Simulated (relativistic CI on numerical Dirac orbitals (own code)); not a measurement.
Fe⁺ in a cubic cluster: 2p photoemission with charge transfer

Computed with a charge-transfer multiplet model of a cubic metal-ligand cluster with up to 2 ligand holes, Slater and spin-orbit integrals from Dirac-Coulomb-Breit ions, Slater integrals scaled by 0.9. The parameters are those of a tetrahedral site (10Dq negative, t2 hopping the larger). The ground state mixes d7 with configurations of k ligand holes L, whose averages lie at kΔ + k(k − 1)U_dd/2; a core hole lowers each added d electron by U_cd. 300 K, Lorentzian 0.6 eV and Gaussian 0.8 eV FWHM.

Atomic integrals in eV (Slater integrals scaled, ζ unscaled), ground: F2dd 8.720, F4dd 5.369, zeta_d 0.042; with the core hole: F2dd 10.545, F4dd 6.555, zeta_d 0.067, zeta_core 8.135, F2cd 6.142, G1cd 4.566, G3cd 2.594.

Cluster parameters (eV): Δ = 5.2, U_dd = 7, 10Dq = -0.4, 10Dq(ligand) = 0, V(eg) = 0.95, V(t2g) = -1.61, final-state hopping factor = 0.8.

```tsv
Case	n_d	d7	d8L	d9L2	S
U_cd = 7.3 eV	7.13	0.87	0.13	0.00	1.50
U_cd = 7.9 eV	7.13	0.87	0.13	0.00	1.50
U_cd = 9.1 eV	7.13	0.87	0.13	0.00	1.50
U_cd = 9.7 eV	7.13	0.87	0.13	0.00	1.50
U_cd = 10.3 eV	7.13	0.87	0.13	0.00	1.50
```

Weights, n_d and S are thermal averages at 300 K. Binding energies count from the first peak over 30 % of the highest in each spectrum, which can be another peak from case to case. The parameters are a model scan and need not match a compound or its usual spin state. Peaks in eV (height, largest 100):
- U_cd = 7.3 eV: 0.0 (100), 3.3 (40), 4.9 (51), 8.0 (14), 13.5 (58), 17.9 (28)
- U_cd = 7.9 eV: 0.0 (100), 5.0 (60), 8.1 (17), 13.4 (56), 18.0 (35)
- U_cd = 9.1 eV: 0.0 (100), 4.9 (75), 5.7 (79), 13.4 (53), 18.5 (50)
- U_cd = 9.7 eV: 0.0 (100), 5.0 (86), 5.8 (90), 13.2 (53), 18.6 (55)
- U_cd = 10.3 eV: 0.0 (100), 5.3 (100), 7.5 (73), 10.8 (23), 13.1 (55), 19.2 (58)

Curve for U_cd = 10.3 eV (points under 2 left out, the grid thinned):

E (eV), Intensity and a bar:
```
     -3.8        2.0 
     -3.1        2.8 
     -2.5        4.1 #
     -1.8        7.5 ##
     -1.2       18.4 #####
     -0.5       71.4 ######################
      0.2       96.9 ##############################
      0.8       78.7 ########################
      1.5       58.6 ##################
      2.2       39.9 ############
      2.8       31.1 #########
      3.5       29.8 #########
      4.1       42.0 ############
      4.8       84.2 ##########################
      5.5       98.5 ##############################
      6.1       86.9 ##########################
      6.8       70.1 #####################
      7.4       72.3 ######################
      8.1       61.1 ##################
      8.8       43.7 #############
      9.4       26.5 ########
     10.1       21.4 ######
     10.8       23.4 #######
     11.4       21.5 ######
     12.1       29.5 #########
     12.7       50.0 ###############
     13.4       53.4 ################
     14.1       44.0 #############
     14.7       27.1 ########
     15.4       13.4 ####
     16.0       11.2 ###
     16.7       12.1 ###
     17.4       18.7 #####
     18.0       38.8 ###########
     18.7       54.3 ################
     19.3       58.4 ##################
     20.0       45.1 #############
     20.7       31.3 #########
     21.3       24.3 #######
     22.0       18.1 #####
     22.7       12.8 ###
     23.3        9.8 ##
     24.0        4.9 #
     24.6        3.0 
     25.3        2.0
```

For the case U_cd = 9.1 eV, Δ = 5.2 eV is smaller than U_dd = 7 eV, the charge-transfer side of the Zaanen-Sawatzky-Allen scheme. With the core hole the configuration with one ligand hole lies at Δ − U_cd = -2.1, -2.7, -3.9, -4.5, -5.1 eV from the one without, in the order of the table; where this is negative the screened configuration lies lower, though the effective hopping of about 2.2 eV (from the holes of the mixed ground state) mixes the two strongly wherever it is as large as the gap.
